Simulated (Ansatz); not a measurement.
Ideal-gas functions of GaH$_{3}$SZn, SMILES `[ZnH][S][GaH2]` at 400 K and 1 bar, from an Ansatz frequency run at PBE0-D4/def2-TZVP.

Molar mass 170.2 g/mol, point group Cs (symmetry number 1), electronic degeneracy 1, moments of inertia 62.127, 364.409, 426.536 u Å². Harmonic wavenumbers (cm⁻¹, unscaled): 64, 186, 379, 397, 441, 450, 497, 589, 746, 1940, 1954, 2003.

Use S(trans) = R[1.5 ln M + 2.5 ln T − 1.1517]; rotational temperatures θ = 24.2544 K / I; S(rot) = R[ln(√π/σ · √(T³/θAθBθC)) + 1.5]; for each mode x = 1.438777 ν̃/T, S = R[x/(eˣ − 1) − ln(1 − e⁻ˣ)] and H = RT x/(eˣ − 1); 1 cm⁻¹ = 0.0119627 kJ/mol; R = 8.31446 J/(mol·K).

Q: By hand: the entropy, in J/(mol·K).

A: Translation 179.0. Rotation: θ = 0.3904, 0.0666, 0.0569 K, giving 119.0. Vibration, mode by mode: 20.54, 11.81, 6.35, 6.02, 5.30, 5.16, 4.51, 3.47, 2.22, 0.06, 0.06, 0.05, in all 65.6. Electronic 0.0. Sum 363.6 J/(mol·K).

Q: By hand: H − E and G − E in kJ/mol, counted from the electronic energy.

A: Zero-point energy ½ × 9646 × 0.0119627 = 57.7; thermal vibration 13.9; translation, rotation and pV give 4 RT = 13.3. H − E = 84.9 kJ/mol, and G − E = 84.9 − 400 × 363.6/1000 = -60.5 kJ/mol.

Vibration gives 18 % of the entropy, 20.5 J/(mol·K) of it from the mode under 150 cm⁻¹: soft modes count most, and the harmonic formula is weakest for them.
